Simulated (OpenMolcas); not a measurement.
## How the cost of ROMP2 grows with the basis: HSe

HSe: 2 atoms, total charge 0, spin state doublet. SMILES: `[SeH]`. The coordinates come from a PBE0-D4/def2-TZVP relaxation.

ROMP2, 9 core orbitals frozen, energy, OpenMolcas 26.06, on 1 thread of Arm Neoverse V2, shared host. N is the number of basis functions, t the processor time.

| basis | N | t (s) | ln N | ln t |
| --- | --- | --- | --- | --- |
| cc-pVTZ | 57 | 3.6 | 4.043 | 1.281 |
| aug-cc-pVTZ | 82 | 7.7 | 4.407 | 2.041 |
| cc-pVQZ | 98 | 13 | 4.585 | 2.565 |
| aug-cc-pVQZ | 139 | ? | 4.934 | ? |

**Question.** Fit t = C·Nᵖ to the known rows and estimate the time in aug-cc-pVQZ.

**Answer.** 
1. Means of the 3 rows: ln N = 4.34500, ln t = 1.9623.
2. Σ(Δln N)² = 0.15265, Σ(Δln N·Δln t) = 0.35528, so the slope is 0.35528/0.15265 = 2.3274.
3. Intercept: 1.9623 − (2.3274) × 4.34500 = -8.1503. The largest residual of the fit is 0.066.
4. ln t = -8.1503 + 2.3274 × 4.934, so t ≈ 28 s.

The run took 44 s, so the estimate is too short by a factor of about 1.6. The fitted power is 2.3, with the electron count fixed. Fixed start-up costs flatten the line at the short runs, so it runs low for the long one.
